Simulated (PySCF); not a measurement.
# Lu(OH)3(NH3) relaxed at several levels

Computed with PySCF 2.14.0, def2-SVP on the ligands, density fitting, scalar-relativistic core potentials, no spin-orbit coupling, vacuum. Each row is relaxed at its own level from the same template. Distances are means of the shortest metal–ligand contacts, charges and spins Mulliken's; removal energies are rigid, with the ligand's formal charge and no counterpoise, so too large; for an anion taken off a cation in vacuum most of it is the attraction of opposite charges, and multiply charged cations can part far more cheaply with an electron moved from ligand to metal. lcecp potentials hold a fixed number of 4f electrons in the core, out of states, spins and gaps.

```tsv
level	basis on the metal	point group	M–OH (Å)	M–NH3 (Å)	charge on M (e)	dipole (D)	removal of one OH (eV)	strongest infrared band, degenerate modes summed (cm⁻¹)	unstable modes (below −25 cm⁻¹)
PBE0	lcecp-1-SVP with ECP60	Cs, nearly C3v	2.016	2.429	0.82	4.19	10.77	–	not given
```

(1) What does the calculation give for PBE, lcecp-1-SVP with ECP60?

One start shape was tried for each, so a minimum needn't be the lowest isomer.

## Answers

(1) point group: Cs, nearly C3v, M–OH (Å): 2.024, M–NH3 (Å): 2.435, charge on M (e): 0.58, dipole (D): 4.15, removal of one OH (eV): 10.87, strongest infrared band, degenerate modes summed (cm⁻¹): 430, unstable modes (below −25 cm⁻¹): 0.
```xyz
11

Lu    0.1358   -0.1887    0.2330
O     1.1430    1.2899    1.1787
H     1.6734    1.9087    1.6939
O    -1.3866   -1.0836    1.2199
H    -2.0184   -1.5701    1.7625
O     1.0839   -1.2170   -1.2308
H     1.6065   -1.7619   -1.8308
N    -1.2088    1.2344   -1.2147
H    -1.8050    1.8796   -0.6776
H    -0.6204    1.8135   -1.8301
H    -1.8330    0.6886   -1.8252
```
